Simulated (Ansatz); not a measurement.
Relaxation of CH6FIOSi2 (12 atoms, charge 0, multiplicity 1), to a largest force component of 0.02 eV/Å in at most 40 steps.

Level of theory: Ansatz 0.2.0, RHF/def2-SVP.

```xyz
12
Properties=species:S:1:pos:R:3:forces:R:3
C -0.355 -2.292 0.442 -1.52 2.68 0.19
O -0.450 -0.843 0.606 0.71 -0.64 -1.22
Si 0.357 0.113 -0.491 1.65 -1.01 2.77
F 0.037 -0.345 -1.956 -0.62 -0.40 -1.64
Si -0.052 2.352 -0.181 -0.85 1.10 0.05
I 0.667 3.095 2.075 0.03 -0.14 -0.05
H 0.649 -2.625 0.505 1.07 -0.40 -0.09
H -0.950 -2.690 1.226 -0.29 -0.61 0.83
H -0.849 -2.525 -0.482 0.19 -0.54 -0.60
H 1.844 -0.164 -0.294 -0.75 0.23 -0.25
H -1.518 2.665 -0.275 0.44 -0.07 -0.02
H 0.697 3.203 -1.140 -0.06 -0.20 0.04
```

Q: Where does it end, and by what steps?

A: The forces met the threshold. After 10 steps the energy has fallen by 0.354 eV; F4 moved furthest, 0.33 Å.

```
step  energy less start (eV)  largest force component (eV/Å)  accepted
   0                  0.0000                           2.771       yes
   1                 -0.2023                           1.435       yes
   2                 -0.3049                           0.642       yes
   3                 -0.3293                           0.418       yes
   4                 -0.3433                           0.158       yes
   5                 -0.3491                           0.113       yes
   6                 -0.3519                           0.069       yes
   7                 -0.3522                           0.051       yes
   8                 -0.3534                           0.116       yes
   9                 -0.3509                           0.102        no
  10                 -0.3539                           0.004       yes
```

```xyz
12
Properties=species:S:1:pos:R:3
C -0.429 -2.226 0.510
O -0.447 -0.842 0.300
Si 0.498 0.111 -0.618
F 0.200 -0.175 -2.180
Si -0.093 2.341 -0.158
I 0.700 2.873 2.133
H 0.585 -2.587 0.699
H -1.044 -2.451 1.379
H -0.836 -2.754 -0.354
H 1.928 -0.184 -0.415
H -1.554 2.546 -0.187
H 0.568 3.292 -1.075
```

The run took 75 s on 2 threads of Arm Neoverse N1, on a shared host, peak memory 0.36 GiB.
